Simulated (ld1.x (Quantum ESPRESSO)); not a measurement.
# Varying the TM potential for gadolinium (Gd)

Base potential:

- Element: gadolinium
- Generator: ld1.x (Quantum ESPRESSO) 7.5
- Type: norm-conserving Troullier–Martins (Kleinman–Bylander form)
- Functional: LDA (PZ)
- Relativity: scalar-relativistic
- Frozen core: [Kr] 4d10 5s2
- Valence charge: 16
- Reference configuration: 4f7 5p6 5d1 6s2 6p0
- Partial waves: 6s (bound): rc 3.65 bohr; 5p (bound): rc 1.75 bohr; 5d (bound): rc 3.15 bohr; 4f (bound): rc 0.85 bohr
- Local potential: the f channel
- Core correction: a·sin(br)/r model core inside 0.75 bohr

All-electron outer shells of the reference configuration (LDA (PZ), scalar-relativistic, ld1.x):

```
shell  level (eV)  outermost node (bohr)  outermost maximum (bohr)
   4d     -147.57                   0.27                      0.56
   5s      -49.86                   0.65                      1.20
   5p      -27.36                   0.70                      1.35
   4f       -8.90                      –                      0.56
   6s       -4.27                   1.60                      3.33
   5d       -2.69                   0.79                      1.97
   6p       -1.39                   1.92                      4.55
```

Cutoffs, loose and tight: the cutoffs (Ry, on a coarse ladder) from which the occupation-weighted sum of valence levels, in a spherical-Bessel basis at the reference potential, stays within 10 and 1 mRy of its value at 400 Ry. They do not see the model core or the augmentation charge, which bear on the density cutoff. Test errors are all-electron minus pseudo excitation energies from the reference, over the configurations 4f7 5p6 5d1 6s1 6p0; 4f7 5p6 5d1 6s0 6p0; 4f7 5p6 5d0 6s0 6p0; 4f6 5p6 5d0 6s0 6p0; 4f8 5p6 5d0 6s1 6p0; 4f8 5p6 5d1 6s0 6p0; 4f7 5p5 5d1 6s2 6p0 (two spin-polarised tests are not counted in the largest error). A dash means not determined; rows that change the core or the reference have their own tests. The largest error is taken over the tests solved by every variant that gives reliable tests at all: 4f7 5p6 5d0 6s0 6p0; 4f7 5p6 5d1 6s0 6p0; 4f8 5p6 5d1 6s0 6p0.

A true bound ghost makes a file unfit for plane-wave use even where its test errors are small: the radial tests pick states by their node count and pass the ghost by. Where a test does run into it, the solver fails or the error is huge.

Cutoffs are not given where the Bessel-basis levels miss the radial ones by over 6 mRy, ghosts where they miss by over 20 mRy; a channel whose overlap is not positive is not tested.

```csv
change,outcome,"cutoff, loose","cutoff, tight",bound ghosts,largest test error (meV)
base,generated,over 300 Ry,over 300 Ry,"s, p, d",-465
"all radii but the core radius scaled by about 0.74 (s 2.70, p 1.30, d 2.34, f 0.62 bohr)",generated,–,–,"s, p, d",-362
"all radii but the core radius scaled by about 0.82 (s 3.00, p 1.44, d 2.60, f 0.70 bohr)",generated,–,–,"s, p, d",-475
"all radii but the core radius scaled by about 0.91 (s 3.32, p 1.60, d 2.88, f 0.78 bohr)",generated,–,–,"s, p, d",-494
"all radii but the core radius scaled by about 1.19 (s 4.34, p 2.08, d 3.76, f 1.02 bohr)",failed: run_pseudo: Errors in PS-KS equation,–,–,–,–
"all radii but the core radius scaled by about 1.24 (s 4.54, p 2.18, d 3.92, f 1.06 bohr)",generated,300 Ry,over 300 Ry,"s, p, d",-282
"all radii but the core radius scaled by about 1.30 (s 4.74, p 2.28, d 4.10, f 1.10 bohr)",generated,300 Ry,over 300 Ry,"s, p, d",-233
"all radii but the core radius scaled by about 1.38 (s 5.04, p 2.42, d 4.34, f 1.18 bohr)",generated,260 Ry,over 300 Ry,"s, p, d",-234
```

Task: What comes out with this change to the base: all radii but the core radius scaled by about 1.09 (s 3.98, p 1.90, d 3.42, f 0.92 bohr)?

Result: outcome: generated; cutoff, loose: over 300 Ry; cutoff, tight: over 300 Ry; bound ghosts: s, p, d; largest test error (meV): -405.

Reading the sweep of the scale of all radii but the core radius (base = 1) (base included, trends over the rows without a ghost): Bound ghosts are found at 0.74, 0.82, 0.91, 1, 1.09, 1.24, 1.3, 1.38. Every judged row has one, so this setting neither creates nor removes them. The generation fails at 1.19.
